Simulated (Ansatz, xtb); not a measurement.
## C5H8BN: which of two isomers lies lower

Structure X is `BC1(C#N)CCC1`, a singlet and structure Y is `B[C@@H]1CC[C@H]1C#N`, a singlet. Both are isolated molecules in the gas phase, relaxed with B3LYP-D3(BJ)/def2-SVP; the shapes shown needn't be the lowest conformers.

X (Å):

```yaml
atoms:
  - { symbol: C, position_ang: [0.0945, -0.0923, -0.0256] }
  - { symbol: C, position_ang: [-0.4298, -0.8771, -1.1360] }
  - { symbol: C, position_ang: [-1.0101, 0.3576, 0.9988] }
  - { symbol: C, position_ang: [-0.5491, -0.7650, 1.9585] }
  - { symbol: C, position_ang: [0.7312, -0.9684, 1.1139] }
  - { symbol: B, position_ang: [0.9668, 0.9899, -0.7728] }
  - { symbol: N, position_ang: [-0.8189, -1.4683, -2.0574] }
  - { symbol: H, position_ang: [2.1273, 0.7641, -1.0056] }
  - { symbol: H, position_ang: [0.4610, 2.0265, -1.1214] }
  - { symbol: H, position_ang: [-0.8029, 1.3673, 1.3836] }
  - { symbol: H, position_ang: [-2.0471, 0.3246, 0.6378] }
  - { symbol: H, position_ang: [-1.2131, -1.6408, 1.9154] }
  - { symbol: H, position_ang: [-0.4059, -0.4855, 3.0123] }
  - { symbol: H, position_ang: [1.6154, -0.4742, 1.5434] }
  - { symbol: H, position_ang: [1.0018, -1.9972, 0.8395] }
```

Y (Å):

```xyz
15

C     0.3014    1.0018   -0.1968
C     1.5606    0.1009    0.0215
C     0.7796   -0.6921    1.0958
C    -0.5475   -0.0767    0.5611
C    -1.5346    0.3853    1.5255
B    -0.0905    1.5399   -1.6020
N    -2.2934    0.7843    2.3064
H    -1.2279    1.4838   -2.0039
H     0.7570    2.0441   -2.3001
H     0.3921    1.9046    0.4422
H     2.4820    0.6069    0.3418
H     1.7922   -0.5117   -0.8636
H     0.8490   -1.7890    1.0785
H     0.9982   -0.3356    2.1128
H    -1.0440   -0.7545   -0.1519
```

Estimate which is lower in electronic energy at CCSD(T)/def2-SVP + ΔMP2/def2-TZVPP, and by roughly how much.

Too close to call at this level: CCSD(T)/def2-SVP + ΔMP2/def2-TZVPP gives E(Y) − E(X) = −4.40 kJ/mol.

How the difference moves with the method:

| level | geometry | E(Y) − E(X) (kJ/mol) | departure from the last row (kJ/mol) | job, with rough time for the two |
| --- | --- | --- | --- | --- |
| GFN2-xTB | GFN2-xTB | +2.95 | +7.36 | optimisation, 0.32 s |
| HF/STO-3G | GFN2-xTB | −6.66 | −2.25 | single point, 0.4 s |
| r2SCAN-D4/def2-SVP | GFN2-xTB | −6.24 | −1.84 | single point, 3.2 s |
| B3LYP-D3(BJ)/def2-SVP | B3LYP-D3(BJ)/def2-SVP | −6.13 | −1.72 | optimisation, 92 s |
| HF/def2-SVP | B3LYP-D3(BJ)/def2-SVP | −9.66 | −5.25 | part of the CCSD(T) run |
| MP2/def2-SVP | B3LYP-D3(BJ)/def2-SVP | −3.66 | +0.74 | part of the CCSD(T) run |
| CCSD(T)/def2-SVP | B3LYP-D3(BJ)/def2-SVP | −5.13 | −0.72 | single point |
| CCSD(T)/def2-SVP + ΔMP2/def2-TZVPP | B3LYP-D3(BJ)/def2-SVP | −4.40 |  | single point, 50 s |

As drawn, both hold the same kinds of bond in the same numbers.

GFN2-xTB puts the two in the other order. The largest departure from CCSD(T)/def2-SVP + ΔMP2/def2-TZVPP is that of GFN2-xTB, 7.36 kJ/mol. The last row adds to CCSD(T) the change of the MP2 difference between the two basis sets, here +0.72 kJ/mol.

With thermal terms from frequencies at re-optimised GFN2-xTB minima (ideal gas, soft modes damped towards free rotors, one conformer each, 298.15 K, 1 atm): the zero-point term adds −0.78 kJ/mol; ΔH is −5.61 and ΔG −5.29 kJ/mol.

The correlated steps freeze 7 core orbitals. Mirror images aren't counted in ΔG. Programs: Ansatz 0.2.0, xtb 6.7.1; the last row on 2 threads of Intel(R) Xeon(R) 6975P-C (Granite Rapids) on a shared host.
